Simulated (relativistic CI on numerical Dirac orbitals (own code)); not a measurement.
Crystal-field levels of Rh4+, 4d5

Calculated by Dirac-Coulomb-Breit CI, separate exchange-only KLI orbitals for each configuration, model QED (radiative potential, 1s self-energy scaled to tabulated hydrogen-like ionisation energies), valence Slater integrals scaled by 0.7, one configuration in a parametric crystal field (own radial code).

Field parameters in Wybourne normalisation: Oh B⁴₀ = 21Dq, B⁴₄ = √(5/14) B⁴₀. The field is a parameter set, without covalency.

S is read from ⟨S²⟩ = S(S + 1).

Levels (cm⁻¹, degeneracy): 0 (2), 2671 (4), 26038 (4), 26384 (2), 26914 (4), 27293 (2), 31854 (2), 31956 (4), 32296 (4), 32425 (2), 36265 (4), 36821 (2).

(1) Which field gives this pattern?
A. Oh, 10Dq = 38600 cm⁻¹
B. Oh, 10Dq = 44100 cm⁻¹
C. Oh, 10Dq = 19000 cm⁻¹
D. Oh, 10Dq = 30850 cm⁻¹

Answers

(1) A. Oh, 10Dq = 38600 cm⁻¹, ground level with S = 0.52.
